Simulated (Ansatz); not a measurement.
Basis-set extrapolation for C2H6AlClO, SMILES `[CH3][Al]([OH])[CH2]Cl` (PBE0-D4/def2-TZVP geometry, frozen core, Ansatz 0.2.0). Multiplicity 1, RHF reference.

|  | def2-TZVPP | def2-QZVPP |
| --- | --- | --- |
| HF | -855.666806 | -855.694288 |
| MP2 correlation | -0.862331 | -0.930324 |
| CCSD(T) correlation | -0.944359 | not run |

Energies in hartree. Use E(X) = E(∞) + A·exp(−7.88·√X) for Hartree–Fock and E(X) = E(∞) + B·X^(−2.97) for correlation, with X = 3 and 4, and add CCSD(T) minus MP2 of the smaller set to the MP2 limit.

Q: What is the CCSD(T) energy at the basis-set limit?

A: HF limit: -855.694288 + (-0.027482) × 0.13774 = -855.69807. MP2 limit: -0.930324 + (-0.067993) × 0.74074 = -0.98069. Higher-order term: -0.944359 − (-0.862331) = -0.08203. Total: -856.76079 hartree, 392.8 kJ/mol below CCSD(T)/def2-TZVPP.
